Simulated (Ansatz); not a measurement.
Computed with Ansatz on PBE0-D4/def2-TZVP structures; ΔE is electronic, products minus reactants. CCSD(T)/CBS is the MP2 limit (def2-TZVPP, def2-QZVPP) plus CCSD(T) − MP2 in def2-TZVPP, frozen cores. This one scheme is used for every species. DFT in def2-TZVPP. HSE06 is defined as in plane-wave codes. For Ge outer-core shells are correlated without core-valence functions, which leaves a few kJ/mol of doubt a bond. Scalar relativity is left out up to krypton. Each species was taken in one conformer, which may not be the lowest.

`O[CH](Cl)[GeH3]` + CH₃OH → `COC(O)Cl` + GeH₄  (substitution at a C–Ge bond)

Task: Is it downhill or uphill in electronic energy at CCSD(T)/CBS, and by how much? (Best estimate.)

Result: Computed: Uphill: ΔE = +1.5 kcal/mol.

Task: What do these levels give: BLYP-D4, B97M-V, PBE0-D4, HSE06-D4, BHLYP-D4, B2PLYP, revPBE, BLYP, r2SCAN, r2SCANh, LC-ωPBE, CCSD(T)/def2-TZVPP? (Best estimate.)

Result: Computed: BLYP-D4 0.2, B97M-V -3.0, PBE0-D4 -0.4, HSE06-D4 -0.3, BHLYP-D4 -0.7, B2PLYP -0.2, revPBE 0.9, BLYP 0.0, r2SCAN -1.4, r2SCANh -1.4, LC-ωPBE -0.9, CCSD(T)/def2-TZVPP -0.1 kcal/mol.

Task: What do rigid-rotor, harmonic-oscillator terms from PBE0-D4/def2-TZVP frequencies (298.15 K, 1 bar) make of the CCSD(T)/CBS value? (An estimate is asked.)

Result: Ansatz gave: ΔZPE = -1.1 kcal/mol, ΔH = +0.1 kcal/mol, ΔS = -32 J/(mol·K), ΔG = +2.4 kcal/mol.

Largest T1 diagnostic among the species: 0.012.

At CCSD(T), def2-SVP lies −7.2 kcal/mol from the extrapolated value and def2-TZVPP −1.6 kcal/mol. In def2-TZVPP, CCSD(T) changes the Hartree–Fock value by +2.4 kcal/mol (the triples alone add −0.1 kcal/mol) and MP2 by +3.6 kcal/mol. Leaving LDA and LC-ωPBE aside and taking each functional with its dispersion term where it has one, the values spread over 3.2 kcal/mol, from B97M-V to BLYP-D4. LDA lies −3.6 kcal/mol from PBE without D4.
